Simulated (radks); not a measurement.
Results of a calculation; reference values are marked as such.
Ionisation of neutral rubidium, [Kr] 5s1, to [Kr] as the strength of local exchange is varied. Code: a radial shooting solver on a logarithmic mesh with Libxc functionals. Model: Dirac Kohn-Sham, Slater X-alpha exchange (alpha = 2/3 is LDA exchange), no correlation, spin-unpolarised, spherical densities, finite nucleus; Fermi nuclear charge, rms radius 4.2036 fm.

alpha	E(Rb) (hartree)	exchange (hartree)	IE (eV)	-e of the level emptied (eV)	<r> of it (bohr)
0.611	-2966.69514	-85.73152	3.413	1.543 (5s1/2)	5.553
0.658	-2973.29689	-92.52270	3.565	1.679 (5s1/2)	5.429
0.667	-2974.56266	-93.82633	3.594	1.705 (5s1/2)	5.406
0.869	-3003.10729	-123.35503	4.284	2.348 (5s1/2)	4.949
0.965	-3016.76374	-137.56907	4.633	2.683 (5s1/2)	4.763

NIST Atomic Spectra Database: 4.177 eV (measured). The Delta-SCF value meets it near alpha = 0.84. Spin polarisation and multiplet splitting are left out, so open shells lie too high by an amount that depends on their filling.

Beside tabulated values, note that spin-unpolarised runs miss the spin-polarisation part of the exchange energy of open shells.
